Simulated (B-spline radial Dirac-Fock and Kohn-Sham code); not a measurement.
Model: relaxed Dirac-Fock hole states (ΔSCF) with Breit and QED corrections and a finite nucleus. Program: an atomic code on a B-spline grid. No correlation.

Question: Identify the element and charge state from the binding energies below (tabulated ground configuration; the least bound level is included).

| level | binding energy (eV) |
| --- | --- |
| K | 7282.9 |
| L1 | 1024.4 |
| L2 | 896.6 |
| M1 | 248.7 |
| M2 | 206.5 |
| M3 | 204.6 |
| M4,5 | 149.9 |

Answer: Fe⁷⁺: Z = 26 with 19 electrons, [Ar] 3d1. The hydrogen-like estimate √(E/Ry) = 23.1 for the K level lies 2.9 below Z; the outermost level, at 149.9 eV, fixes the charge.

Values without a named source are computed, but for edge energies of neutral atoms, which are taken from tables.
